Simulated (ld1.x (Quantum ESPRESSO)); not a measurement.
# What one change does to a pseudopotential (barium (Ba), TM)

- Element: Ba
- Generator: ld1.x (Quantum ESPRESSO) 7.5
- Type: norm-conserving Troullier–Martins (Kleinman–Bylander form)
- Functional: BLYP
- Relativity: fully relativistic
- Frozen core: [Kr] 4d10
- Valence charge: 10
- Reference configuration: 5s2 5p6 5d0 6s2 6p0
- Partial waves: 5s (bound): rc 2.55 bohr; 5p (bound): rc 2.95 bohr; 5d (bound, empty): rc 4.20 bohr
- Local potential: all-electron potential smoothed inside 2.40 bohr (lloc = -1)
- Core correction: none

Open shells are filled in proportion to 2j + 1 (rel_dist='average').

Occupied shells without a wave of their own: 6s. They enter only through the test configuration that unscreens the potential.

Change: wave 5s (bound): rc 2.55 bohr becomes 5s (bound): rc 3.74 bohr.

Cutoffs: the cutoffs (Ry, on a coarse ladder) from which the occupation-weighted sum of valence levels, in a spherical-Bessel basis at the reference potential, stays within 10 and 1 mRy of its value at 400 Ry; they do not see the model core or the augmentation charge, which bear on the density cutoff. Errors are all-electron minus pseudo energies relative to the spin-unpolarised reference configuration.

Problem. Predict the effect on cutoff, ghosts and configuration errors.

Solution. The potential gets softer (15 Ry and 30 Ry → 15 Ry and 21 Ry); the miss of the reference levels goes from 0.15 to 1.16 eV; of the 7 tests that both files solve, the error grows in 7 and shrinks in 0 by more than 15 % and 0.3 meV (median size 315.4 → 3179.6 meV); neither file shows a bound ghost at the reference potential, the only one tested. A larger radius leaves more room for a smooth pseudo-wave, so fewer plane waves are needed. More of the atom is replaced by a form fitted at one configuration, so other configurations suffer.

```csv
quantity,base,changed
"cutoff, loose",15 Ry,15 Ry
"cutoff, tight",30 Ry,21 Ry
bound ghosts,none,none
"largest miss of a reference level, eV",0.15,1.16
"error for 5s2 5p6 5d0 6s1 6p0, meV [ΔE 5.27 eV]",-216,-1699
"error for 5s2 5p6 5d0 6s0 6p0, meV [ΔE 15.33 eV]",-611,-4943
"error for 5s2 5p6 5d0 6s1.5 6p0, meV [ΔE 2.07 eV]",-90,-703
"error for 5s2 5p6 5d1 6s0 6p0, meV [ΔE 6.09 eV]",-366,-3180
"error for 5s2 5p6 5d0 6s0 6p2, meV [ΔE 4.30 eV]",-315,-3222
"error for 5s2 5p6 5d0.5 6s1.5 6p0, meV [ΔE 0.65 eV]",-67,-549
"error for 5s2 5p6 5d0 6s0 6p1, meV [ΔE 7.94 eV]",-425,-3919
s: phases at 4.57 bohr within 0.05 rad from the reference energy up to (Ry; the scan ends near 5),-0.4,n/a
p1/2: phases at 4.57 bohr within 0.05 rad from the reference energy up to (Ry; the scan ends near 5),-0.0,n/a
p3/2: phases at 4.57 bohr within 0.05 rad from the reference energy up to (Ry; the scan ends near 5),0.0,-0.0
d3/2: phases at 4.57 bohr within 0.05 rad from the reference energy up to (Ry; the scan ends near 5),0.8,0.8
d5/2: phases at 4.57 bohr within 0.05 rad from the reference energy up to (Ry; the scan ends near 5),0.9,0.9
```

Base: The 6s level has no wave, so the channel is fitted at the deeper level alone: the likely source of the large errors. Changed file: These tests converged, but a pseudo level misses the all-electron one widely, so the file describes the atom poorly there or has found another state: 5s2 5p6 5d0 6s1 6p0: 6s by 2.3 eV; 5s2 5p6 5d0 6s0 6p0: 5s by 3.5 eV (a node warning on the way); 5s2 5p6 5d0 6s1.5 6p0: 6s by 1.7 eV; 5s2 5p6 5d1 6s0 6p0: 5s by 3.1 eV; 5s2 5p6 5d0 6s0 6p2: 5s by 2.7 eV; 5s2 5p6 5d0.5 6s1.5 6p0: 6s by 1.3 eV; 5s2 5p6 5d0 6s0 6p1: 5s by 3.1 eV. The 6s level has no wave, so the channel is fitted at the deeper level alone: the likely source of the large errors.
